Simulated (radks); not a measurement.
Results of a calculation; reference values are marked as such.
Task: Ionisation of Kr+, [Ar] 3d10 4s2 4p5, to Kr2+, [Ar] 3d10 4s2 4p4, under several functionals. Scalar-relativistic Kohn-Sham, spin-polarised, spherical densities, point nucleus; open shells are filled with parallel spins first; a radial shooting solver on a logarithmic mesh with Libxc functionals. The NIST Atomic Spectra Database gives 24.360 eV (measured). Rank these functionals by the error of their Delta-SCF ionisation energy: RPBE; BLYP; XLYP; PW91; LDA (Slater exchange, Perdew-Wang correlation); PBEsol; exchange-only LDA; B86b exchange with PBE correlation; exchange-only PBE; BP86.

Result: From best to worst: PBEsol 24.396 eV (+0.036); B86b exchange with PBE correlation 24.406 eV (+0.046); XLYP 24.312 eV (-0.048); RPBE 24.310 eV (-0.050); BLYP 24.286 eV (-0.074); PW91 24.463 eV (+0.103); BP86 24.529 eV (+0.169); LDA (Slater exchange, Perdew-Wang correlation) 24.664 eV (+0.304); exchange-only PBE 23.156 eV (-1.204); exchange-only LDA 23.034 eV (-1.326). Open shells are spherical and high-spin; term and fine-structure splittings are not resolved.
